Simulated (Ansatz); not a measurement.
AlB5: single points at one geometry.

```yaml
crystal:
  periodic: [false, false, false]
  atoms:
    - {symbol: B, position_ang: [-1.397665, 1.160169, 0.233000]}
    - {symbol: B, position_ang: [1.039156, -0.253119, 0.024835]}
    - {symbol: B, position_ang: [0.162452, 1.050846, 0.362455]}
    - {symbol: B, position_ang: [-0.583631, -0.423274, -0.206560]}
    - {symbol: B, position_ang: [-2.123254, -0.122950, -0.269959]}
    - {symbol: Al, position_ang: [2.902942, -1.411683, -0.143782]}
basis:
  gaussian: {orbitals: 6-31G}
hamiltonian: {xc: hf}
scf: {omitted_lower_state_checks: [starts]}
output: {orbitals: {seedname: orbitals}}
```

The file start.molden holds the orbitals of an earlier run on this structure, at another level or in another basis.

```sh
$ ansatz run in.yaml --threads 4 --pin off --events-out ev --progress --plain --max-ram 3916MiB
```

Shortened log:

```
Functional definition: HF
768 factors; integrals over basis functions are off by at most 1.3e-4 eV
mean field evaluation 1: about -9928.3826 eV, gradient 1.8e1 eV
mean field evaluation 2: about -9928.7197 eV, gradient 1.8e1 eV
mean field evaluation 4: about -9931.4280 eV, gradient 3.9e0 eV
mean field evaluation 8: about -9931.5794 eV, gradient 2.8e-1 eV
mean field -9931.58040450 eV, -364.9788479986 hartree, gradient 8.1e-5 eV, S^2 0.000000; 0 other end points of the search recorded, 0 dependent functions left out
reference -9931.58040450 eV, -364.9788479986 hartree; 19, 19 occupied and 39, 39 virtual orbitals, 768 factors
Total energy: -9931.58040450 eV, -364.9788479986 hartree
Checks for a lower state left out: starts
```

It took 0.35 s on 4 threads of Arm Neoverse N1 on a shared host.

The first input with `gaussian: {orbitals: def2-TZVP, initial_orbitals: start.molden}`, `hamiltonian: {xc: pbe, dispersion: d4}` (abridged; 2.2 s):

```
Functional definition: PBE
mean field -9963.44104905 eV, -366.1497050897 hartree, gradient 1.9e-5 eV, S^2 0.000000
Total energy: -9963.64385140 eV, -366.1571579386 hartree
Checks for a lower state left out: starts
```

The first input with `gaussian: {orbitals: def2-SVP, initial_orbitals: start.molden}`, `hamiltonian: {xc: pbe, dispersion: d4}` (abridged; 0.95 s):

```
Functional definition: PBE
mean field -9957.61376390 eV, -365.9355563104 hartree, gradient 1.8e-5 eV, S^2 0.000000
Total energy: -9957.81656240 eV, -365.9430090177 hartree
Checks for a lower state left out: starts
```

As the first input, with `gaussian: {orbitals: def2-TZVP, initial_orbitals: start.molden}` (abridged; 1.4 s):

```
Functional definition: HF
mean field -9934.78110062 eV, -365.0964714113 hartree, gradient 1.4e-5 eV, S^2 0.000000
Total energy: -9934.78110062 eV, -365.0964714113 hartree
Checks for a lower state left out: starts
```

As the first input, with `gaussian: {orbitals: def2-TZVPP, initial_orbitals: start.molden}`, `correlation: {method: ccsd_t}` and without the key `hamiltonian` (abridged; 37 s):

```
Functional definition: HF
mean field evaluation 16: about -9919.3989 eV, gradient 2.5e1 eV
mean field evaluation 32: about -9929.9553 eV, gradient 1.9e1 eV
mean field evaluation 64: about -9930.7322 eV, gradient 8.0e-4 eV
mean field -9934.78330606 eV, -365.0965524596 hartree, gradient 4.7e-6 eV, S^2 0.000000; unrestricted orbitals would lower it
10 core orbitals not correlated: weight in the atoms' cores, before any rotation towards them, 1.000 or more for the frozen orbitals, at most 0.000 for the correlated occupied ones
second order -14.23797908 eV of doubles, -0.00000000 eV of singles
cycle   1  -14.07448214 eV  change    1.6e-1 eV  update   1.6e-1
cycle   2  -14.70461644 eV  change   -6.3e-1 eV  update   6.4e-2
cycle   3  -14.90981865 eV  change   -2.1e-1 eV  update   3.6e-2
cycle   4  -14.90938311 eV  change    4.4e-4 eV  update   1.3e-2
cycle   5  -14.90757015 eV  change    1.8e-3 eV  update   7.8e-3
cycle   6  -14.91092659 eV  change   -3.4e-3 eV  update   3.5e-3
cycle   7  -14.91077024 eV  change    1.6e-4 eV  update   2.0e-3
cycle   8  -14.91018637 eV  change    5.8e-4 eV  update   8.9e-4
cycle   9  -14.91037181 eV  change   -1.9e-4 eV  update   4.1e-4
cycle  10  -14.91050501 eV  change   -1.3e-4 eV  update   1.9e-4
cycle  11  -14.91030503 eV  change    2.0e-4 eV  update   8.3e-5
cycle  12  -14.91036597 eV  change   -6.1e-5 eV  update   4.5e-5
cycle  13  -14.91033812 eV  change    2.8e-5 eV  update   1.7e-5
cycle  14  -14.91035064 eV  change   -1.3e-5 eV  update   8.2e-6
perturbative correction -1.24273182 eV, -0.0456695520 hartree
Total energy: -9950.93638852 eV, -365.6901672912 hartree
Checks for a lower state left out: starts
```

The first input with `gaussian: {orbitals: def2-TZVP, initial_orbitals: start.molden}`, `hamiltonian: {xc: pbe0, dispersion: d4}`, `output: {forces: true, orbitals: {seedname: orbitals}}` (abridged; 4.2 s):

```
Functional definition: PBE0
mean field -9964.25626445 eV, -366.1796637029 hartree, gradient 9.8e-6 eV, S^2 0.000000
Total energy: -9964.42976681 eV, -366.1860397971 hartree
Atom 0 force     0.193628    -0.329259    -0.090005 eV/Å
Atom 1 force    -0.377766     0.169555     0.017971 eV/Å
Atom 2 force    -0.234901    -0.240473    -0.104216 eV/Å
Atom 3 force    -0.056145     0.143269     0.042081 eV/Å
Atom 4 force     0.508450     0.234346     0.131860 eV/Å
Atom 5 force    -0.033265     0.022562     0.002309 eV/Å
Dipole moment:     0.290975    -0.059233     0.010698 e Å
Checks for a lower state left out: starts
```

As the first input, with `gaussian: {orbitals: def2-TZVP, initial_orbitals: start.molden}`, `hamiltonian: {xc: {name: PBE-QIDH}}` and without the key `output` (abridged; 5.5 s):

```
Functional definition: PBE-QIDH
mean field -9955.17036466 eV, -365.8457630444 hartree, gradient 9.7e-6 eV, S^2 0.000000; unrestricted orbitals would lower it
10 core orbitals not correlated: weight in the atoms' cores, before any rotation towards them, 1.000 or more for the frozen orbitals, at most 0.000 for the correlated occupied ones
second order -16.76596513 eV of doubles, -0.00000000 eV of singles
Total energy: -9960.75903150 eV, -366.0511427627 hartree
Checks for a lower state left out: starts
```

Geometry: PBE0-D4/def2-SVP.

Correlated methods freeze 10 core orbitals. The restricted singlet is unstable towards broken spin symmetry in Hartree–Fock (as tested in another run); at HF/6-31G this wasn't settled. At PBE-D4/def2-TZVP, HF/def2-TZVP, CCSD(T)/def2-TZVPP, PBE-QIDH/def2-TZVP the restricted singlet (for correlated methods, its reference) is unstable: a solution with broken spin symmetry lies lower. The restricted singlet is unstable towards broken spin symmetry at other levels; at PBE-D4/def2-SVP, PBE0-D4/def2-TZVP this wasn't settled. At CCSD(T)/def2-TZVPP T1 of the charge 0 singlet is large (up to 0.026), so the single-reference result is doubtful. The geometry of the singlet was relaxed on an unsound state (restricted singlet, unstable towards broken spin symmetry at other levels and untested here). The structure comes from a short search, and lower isomers may exist.
